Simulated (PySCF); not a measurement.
**4-fluorophenol (Oc1ccc(F)cc1, C6H5FO)**

Geometry:
```tsv
atom	x (Å)	y (Å)	z (Å)
O1	-2.062	-1.003	-0.907
C2	-0.891	-0.517	-0.440
C3	0.186	-0.203	-1.275
C4	1.372	0.296	-0.738
C5	1.475	0.478	0.633
F6	2.609	0.956	1.150
C7	0.414	0.170	1.478
C8	-0.767	-0.327	0.940
H9	-2.012	-1.085	-1.865
H10	0.100	-0.348	-2.356
H11	2.220	0.546	-1.377
H12	0.525	0.324	2.553
H13	-1.615	-0.577	1.581
```

Computed, not measured: quadratic response CAM-B3LYP/aug-cc-pVDZ first hyperpolarisability, Taylor convention, gas phase (PySCF). Geometry: PBE0-D3(BJ)/def2-SVP.

Task: Give the tensor of the second harmonic β(−2ω;ω,ω) at 1064 nm in the axes of these coordinates.

Result: In au, Taylor convention; rows are the first index (the induced dipole):
|  | xx | yy | zz | xy | xz | yz |
| --- | --- | --- | --- | --- | --- | --- |
| x | -22.3 | -4.2 | +1.4 | -8.7 | -5.6 | -3.3 |
| y | -8.8 | -0.5 | +1.1 | -3.8 | -3.6 | +2.4 |
| z | -4.8 | +2.4 | +13.1 | -3.3 | -1.5 | +0.1 |

Norm of βᵢ = ⅓ Σⱼ (βᵢⱼⱼ + βⱼᵢⱼ + βⱼⱼᵢ): 30.0 au, hyper-Rayleigh value 13.1 au.
